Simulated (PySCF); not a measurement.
**Gas-phase XPS of zinc hydride cyanide, computed**

Zinc hydride cyanide, CHNZn (singlet state).
Numbering: `[N:1]#[C:2][ZnH:3]`

Cartesian coordinates in Å at the PBE0-D3(BJ)/def2-SVP level; atoms count from 1:
```
atom  x, y, z in Å
N1    -1.881    0.721    1.205
C2    -0.888    0.342    0.736
Zn3    0.751   -0.292   -0.035
H4     2.056   -0.797   -0.650
```

Computed with PySCF, delta-SCF UKS SCAN, pcX-2 on the ionised atom, pcseg-1 elsewhere, spin-free X2C. Binding energies are ΔSCF values: E(core-ionised, relaxed orbitals) − E(ground state) at a fixed geometry, referred to the vacuum level.

Give the core binding energies atom by atom.

```json
{"atom(s)": "C2", "bonded to": "N (triple bond) and Zn", "level": "C 1s", "binding energy (eV)": "291.60", "count": "1"}
{"atom(s)": "N1", "bonded to": "C (triple bond)", "level": "N 1s", "binding energy (eV)": "405.24", "count": "1"}
```

Which photon energy gives electrons from N 1s of N1 a kinetic energy of 20 eV, and what is their de Broglie wavelength?

hν = 405.24 + 20 = 425.24 eV, recoil neglected; λ = 12.264 Å/√(E/eV) = 2.74 Å.

Which effective nuclear charge Zeff reproduces each element's mean 1s value in the hydrogen-like formula E = 13.606 eV × Zeff²?

C (Z = 6): mean 291.6 eV, Zeff = 4.63, Z − Zeff = 1.37; N (Z = 7): mean 405.2 eV, Zeff = 5.46, Z − Zeff = 1.54. Means run over the listed sites, weighted by atom count.

No level of zinc is listed. Isolated species at its PBE0-D3(BJ)/def2-SVP geometry, gas phase.

Hardware: one thread, Intel Xeon Platinum 8488C (x86_64), on a shared host. Cost: 2.9 s wall, 0.45 GiB resident at most.
